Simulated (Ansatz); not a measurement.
**Nudged elastic band run: CH$_{8}$Ge**

Input file:

```yaml
crystal:
  periodic: [false, false, false]
  atoms:
    - { symbol: Ge, position_ang: [-1.055538, 0.788911, -1.601024] }
    - { symbol: H, position_ang: [0.428429, 1.175551, -1.644056] }
    - { symbol: H, position_ang: [-1.752294, 1.300131, -2.869228] }
    - { symbol: H, position_ang: [-1.714102, 1.420378, -0.367146] }
    - { symbol: H, position_ang: [-1.186433, -0.737939, -1.526449] }
    - { symbol: H, position_ang: [1.559656, 0.028664, 1.085814] }
    - { symbol: C, position_ang: [1.055805, -0.789116, 1.600922] }
    - { symbol: H, position_ang: [0.985697, -1.650384, 0.936379] }
    - { symbol: H, position_ang: [0.054836, -0.473404, 1.894623] }
    - { symbol: H, position_ang: [1.624045, -1.062891, 2.490164] }
basis:
  gaussian: { orbitals: def2-TZVP }
hamiltonian:
  xc: pbe0
neb:
  order_check: false
  images: 5
  f_tol: 0.5
  max_iterations: 60
  final_atoms:
    - { symbol: Ge, position_ang: [-1.09045649, -0.08738194, -0.52834052] }
    - { symbol: H, position_ang: [2.01522702, 1.96002075, -0.71764452] }
    - { symbol: H, position_ang: [-0.26252488, 0.16465161, -1.80198789] }
    - { symbol: H, position_ang: [-1.64026216, 1.26198768, -0.03100233] }
    - { symbol: H, position_ang: [-2.27924046, -0.99552055, -0.89237178] }
    - { symbol: H, position_ang: [2.56758106, 1.87634585, -0.22200977] }
    - { symbol: C, position_ang: [0.01234335, -0.92392521, 0.84859717] }
    - { symbol: H, position_ang: [0.41870303, -1.86893371, 0.48550342] }
    - { symbol: H, position_ang: [-0.5823794, -1.11969846, 1.74187861] }
    - { symbol: H, position_ang: [0.84110993, -0.26764502, 1.1173766] }
  initial_path:
    images:
      - { positions_ang: [[-1.055538, 0.788911, -1.601024], [0.428429, 1.175551, -1.644056], [-1.752294, 1.300131, -2.869228], [-1.714102, 1.420378, -0.367146], [-1.186433, -0.737939, -1.526449], [1.559656, 0.028664, 1.085814], [1.055805, -0.789116, 1.600922], [0.985697, -1.650384, 0.936379], [0.054836, -0.473404, 1.894623], [1.624045, -1.062891, 2.490164]] }
      - { positions_ang: [[-0.98926963, 0.63005745, -1.29810188], [0.59196907, 1.19203095, -1.28037769], [-1.2592145, 0.92113536, -2.5979361], [-1.54218667, 1.50862904, -0.31905917], [-1.52012543, -0.66745723, -1.24217482], [1.34441767, 0.1768164, 0.74727507], [0.88148755, -0.74614093, 1.34025354], [1.13067794, -1.47576786, 0.75374068], [0.02187242, -0.81605044, 1.67389717], [1.34047258, -0.72335173, 2.22248219]] }
      - { positions_ang: [[-0.92300126, 0.47120391, -0.99517976], [0.75550914, 1.2085109, -0.91669939], [-0.766135, 0.54213971, -2.32664419], [-1.37027135, 1.59688007, -0.27097234], [-1.85381787, -0.59697547, -0.95790064], [1.12917934, 0.32496879, 0.40873615], [0.7071701, -0.70316586, 1.07958509], [1.27565888, -1.30115172, 0.57110237], [-0.01109116, -1.15869687, 1.45317134], [1.05690017, -0.38381246, 1.95480038]] }
      - { positions_ang: [[-0.85673289, 0.31235036, -0.69225764], [0.91904922, 1.22499084, -0.55302108], [-0.27305551, 0.16314407, -2.05535229], [-1.19835602, 1.68513111, -0.22288552], [-2.1875103, -0.5264937, -0.67362646], [0.91394101, 0.47312119, 0.07019722], [0.53285265, -0.66019079, 0.81891663], [1.42063982, -1.12653559, 0.38846405], [-0.04405473, -1.50134331, 1.23244551], [0.77332775, -0.04427319, 1.68711857]] }
      - { positions_ang: [[-0.93464075, 0.17910626, -0.6376186], [1.28444182, 1.47000081, -0.60789556], [-0.2695453, 0.16364658, -1.97089749], [-1.34565807, 1.5440833, -0.15892445], [-2.21808702, -0.68283598, -0.74654157], [1.46515436, 0.94086274, -0.02720511], [0.35934955, -0.74810227, 0.82881014], [1.08666089, -1.37400163, 0.42081051], [-0.22349629, -1.37412836, 1.40225654], [0.79592181, -0.11873046, 1.49720458]] }
      - { positions_ang: [[-1.01254862, 0.04586216, -0.58297956], [1.64983442, 1.71501078, -0.66277004], [-0.26603509, 0.1641491, -1.88644269], [-1.49296011, 1.40303549, -0.09496339], [-2.24866374, -0.83917827, -0.81945667], [2.01636771, 1.4086043, -0.12460744], [0.18584645, -0.83601374, 0.83870366], [0.75268196, -1.62146767, 0.45315696], [-0.40293784, -1.24691341, 1.57206758], [0.81851587, -0.19318774, 1.30729059]] }
      - { positions_ang: [[-1.09045649, -0.08738194, -0.52834052], [2.01522702, 1.96002075, -0.71764452], [-0.26252488, 0.16465161, -1.80198789], [-1.64026216, 1.26198768, -0.03100233], [-2.27924046, -0.99552055, -0.89237178], [2.56758106, 1.87634585, -0.22200977], [0.01234335, -0.92392521, 0.84859717], [0.41870303, -1.86893371, 0.48550342], [-0.5823794, -1.11969846, 1.74187861], [0.84110993, -0.26764502, 1.1173766]] }
```

Command:

```bash
$ ansatz run input.yaml --threads 4 --pin off --max-ram 5120MiB --backend cpu --events-out ev --progress --plain --runs-dir out
```

Output, in part (warnings, iteration lines, the closing report on the highest movable image, with atoms numbered from 0):

```
NEB end point (image 0): max|allowed force component| = 1.606e-2 eV/Å (the criterion of neb.relax_end_points is 1.000e-1)
NEB end point (image 6): max|allowed force component| = 1.253e-2 eV/Å (the criterion of neb.relax_end_points is 1.000e-1)
NEB iter   1: max|band force component| = 9.299e0 eV/Å  barrier→ = 5.8795 eV  barrier← = 5.4151 eV  Δτ_max = 0.2000 Å  (171 SCF iters)
NEB iter   2: max|band force component| = 2.920e0 eV/Å  barrier→ = 3.0990 eV  barrier← = 2.6347 eV  Δτ_max = 0.2000 Å  (143 SCF iters)
NEB iter   3: max|band force component| = 1.987e0 eV/Å  barrier→ = 3.8226 eV  barrier← = 3.3582 eV  Δτ_max = 0.1972 Å  (136 SCF iters)
NEB iter   4: max|band force component| = 1.216e0 eV/Å  barrier→ = 4.2615 eV  barrier← = 3.7972 eV  Δτ_max = 0.2000 Å  (142 SCF iters)
NEB iter   5: max|band force component| = 9.218e-1 eV/Å  barrier→ = 4.3659 eV  barrier← = 3.9016 eV  Δτ_max = 0.2000 Å  (141 SCF iters)
NEB iter   6: max|band force component| = 2.139e0 eV/Å  barrier→ = 3.9809 eV  barrier← = 3.5166 eV  Δτ_max = 0.1027 Å  (142 SCF iters)
NEB iter   7: max|band force component| = 1.888e0 eV/Å  barrier→ = 3.6126 eV  barrier← = 3.1482 eV  Δτ_max = 0.2000 Å  (138 SCF iters)
NEB iter   8: max|band force component| = 2.020e0 eV/Å  barrier→ = 3.4197 eV  barrier← = 2.9553 eV  Δτ_max = 0.1056 Å  (140 SCF iters)
NEB iter   9: max|band force component| = 3.331e0 eV/Å  barrier→ = 3.1123 eV  barrier← = 2.6479 eV  Δτ_max = 0.0502 Å  (138 SCF iters)
NEB iter  10: max|band force component| = 1.062e0 eV/Å  barrier→ = 2.8520 eV  barrier← = 2.3876 eV  Δτ_max = 0.0985 Å  (132 SCF iters)
NEB iter  11: max|band force component| = 8.389e-1 eV/Å  barrier→ = 2.5598 eV  barrier← = 2.0954 eV  Δτ_max = 0.0981 Å  (133 SCF iters)
NEB iter  12: max|band force component| = 9.350e-1 eV/Å  barrier→ = 2.4438 eV  barrier← = 1.9795 eV  CI = image 3  Δτ_max = 0.0984 Å  (135 SCF iters)
NEB iter  13: max|band force component| = 1.542e0 eV/Å  barrier→ = 2.6831 eV  barrier← = 2.2188 eV  CI = image 3  Δτ_max = 0.1958 Å  (137 SCF iters)
NEB iter  14: max|band force component| = 2.373e0 eV/Å  barrier→ = 3.1866 eV  barrier← = 2.7223 eV  CI = image 3  Δτ_max = 0.2000 Å  (131 SCF iters)
NEB iter  15: max|band force component| = 2.389e0 eV/Å  barrier→ = 3.3592 eV  barrier← = 2.8949 eV  CI = image 3  Δτ_max = 0.2000 Å  (134 SCF iters)
NEB iter  16: max|band force component| = 2.230e0 eV/Å  barrier→ = 3.6068 eV  barrier← = 3.1424 eV  CI = image 3  Δτ_max = 0.2000 Å  (133 SCF iters)
NEB iter  17: max|band force component| = 2.155e0 eV/Å  barrier→ = 3.6253 eV  barrier← = 3.1609 eV  CI = image 3  Δτ_max = 0.2000 Å  (132 SCF iters)
NEB iter  18: max|band force component| = 1.810e0 eV/Å  barrier→ = 3.7834 eV  barrier← = 3.3190 eV  CI = image 3  Δτ_max = 0.2000 Å  (136 SCF iters)
NEB iter  19: max|band force component| = 1.117e0 eV/Å  barrier→ = 3.9704 eV  barrier← = 3.5060 eV  CI = image 3  Δτ_max = 0.1969 Å  (141 SCF iters)
NEB iter  20: max|band force component| = 1.001e0 eV/Å  barrier→ = 3.8646 eV  barrier← = 3.4002 eV  CI = image 3  Δτ_max = 0.1019 Å  (138 SCF iters)
NEB iter  21: max|band force component| = 6.484e-1 eV/Å  barrier→ = 3.8328 eV  barrier← = 3.3685 eV  CI = image 3  Δτ_max = 0.1074 Å  (133 SCF iters)
NEB iter  22: max|band force component| = 3.605e-1 eV/Å  barrier→ = 3.8168 eV  barrier← = 3.3525 eV  CI = image 3  Δτ_max = 0.0000 Å  (263 SCF iters)
Total energy: -57673.24509164 eV, -2119.4526647883 hartree
Atom 0 at    -0.689753     0.373881    -0.785408 Å, force     0.207514    -0.159866    -0.086333 eV/Å
Atom 1 at     0.886814     1.334523    -0.609274 Å, force     0.034027     0.170532     0.228922 eV/Å
Atom 2 at    -0.344508     0.560672    -2.285683 Å, force    -0.138693    -0.087127     0.031991 eV/Å
Atom 3 at    -1.489002     1.479840    -0.092168 Å, force     0.031181     0.001680    -0.026079 eV/Å
Atom 4 at    -1.518344    -0.964615    -0.749970 Å, force    -0.015066     0.013298     0.066201 eV/Å
Atom 5 at     0.786590     0.503491     0.096588 Å, force     0.144556     0.012579    -0.076573 eV/Å
Atom 6 at     0.537624    -0.651544     0.912788 Å, force    -0.334338    -0.011487    -0.426725 eV/Å
Atom 7 at     0.894728    -1.577484     0.461315 Å, force     0.005611     0.029539    -0.015369 eV/Å
Atom 8 at    -0.366169    -0.831164     1.486938 Å, force    -0.090492    -0.052923     0.191855 eV/Å
Atom 9 at     1.302122    -0.227699     1.564873 Å, force     0.155700     0.083776     0.112111 eV/Å
Dipole moment:    -0.052009    -0.072959     0.092443 e Å
```

It converged. The threshold of 0.5 eV/Å is loose, so the images may lie well off the minimum-energy path. Neighbouring images differ by up to 3.2 eV, so the band resolves the path poorly. The order of the stationary point at the top wasn't checked. The orbitals stay closed-shell, which can raise the energy where a bond breaks towards radicals; this wasn't checked here.

Final band (atoms are numbered from 1 in the order of the input):

```
image  path coordinate (Å)  energy (kJ/mol)  Ge1–H2 (Å)  H6–C7 (Å)  Ge1–C7 (Å)
    0                 0.00              0.0        1.53       1.09        4.15
    1                 1.30              2.6        1.53       1.09        3.73
    2                 2.60             55.4        1.54       1.08        3.05
    3                 3.90            368.3        1.85       1.44        2.33
    4                 4.97            102.1        2.47       2.14        2.00
    5                 6.04             48.9        3.16       2.98        1.96
    6                 7.11             44.8        3.72       3.94        1.95
```

Time of the run: 3.4 min on 4 threads of Arm Neoverse N1 (shared host), peak memory 0.29 GiB.
